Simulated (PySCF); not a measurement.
# Reading the logs of faulty runs: BC3H8 cation

All numbers below are calculated, not measured. They come from PySCF 2.14.0, an open-source quantum chemistry program, on an isolated molecule that a program drew, which may never have been made. The molecule is BC3H8 cation (charge +1, singlet), drawn as the SMILES string `C[B+]CC`.

Each row is a Hartree-Fock (HF) and frozen-core CCSD(T) single point in the cc-pVDZ basis, meant for a local HF minimum. Run 1 is clean. Each other run has one planted mistake out of seven kinds, and not every kind appears here: one electron removed, one electron added, multiplicity raised by two, geometry at a saddle point, minimal basis STO-3G, one bond length entered in bohr, all coordinates scaled. The reference is restricted for singlets and unrestricted otherwise, and also for a bond in bohr. Adding or removing an electron swaps singlet and doublet. Electrons count all cores. HOMO and LUMO are orbital energies over both spins, the gradient is its largest component, and the lowest frequency (negative if imaginary) is given only where the gradient is small. Bond lengths are over the 11 bonds as drawn. T1 is the CCSD diagnostic: over 0.02 (restricted) or 0.045 (unrestricted) a single reference is doubtful.

Geometry of the clean run:
```xyz
12
BC3H8 cation, angstrom
C    -0.1061   -1.0488   -0.3319
B    -1.3028   -1.0401   -1.2339
C    -2.5004   -1.0465   -2.1340
C    -2.8888    0.3327   -2.7336
H     0.0537   -2.0581    0.0645
H    -0.2634   -0.3571    0.5033
H     0.7841   -0.7391   -0.8911
H    -3.3248   -1.4720   -1.5431
H    -2.2844   -1.7797   -2.9249
H    -3.1339    1.0497   -1.9511
H    -3.7665    0.1987   -3.3617
H    -2.0860    0.7371   -3.3486
```

```
run  electrons  basis functions  <S^2>  HOMO (eV)  LUMO (eV)  gradient (hartree/bohr)  lowest frequency (cm^-1)  mean bond (Å)  longest bond (Å)      T1  HF (hartree)  CCSD(T) (hartree)                     mistake
  1         30               96  0.000     -18.71      -3.50                  1.8e-05                        38         1.2094             1.553  0.0110    -142.69544         -143.25248                    no fault
  2         30               96  2.018     -12.94      -9.24                  1.3e-01                         -         1.2094             1.553  0.0386    -142.46035         -143.01673  multiplicity raised by two
  3         30               96  0.000     -18.93      -3.31                  2.7e-02                         -         1.1683             1.500  0.0106    -142.68231         -143.23288      all coordinates scaled
  4         31               96  0.764      -5.75       3.32                  1.7e-02                         -         1.2094             1.553  0.0102    -142.86430         -143.43711                           ?
```

**Which mistake was planted in run 4, and what did it cost?**

It counts 31 electrons, one more than the clean run, at the same geometry and basis. So the mistake is: one electron added. Subtracting run 1 and multiplying by 627.51 kcal/mol a hartree, the energy moved by -106.0 kcal/mol in HF and -115.9 kcal/mol in CCSD(T).

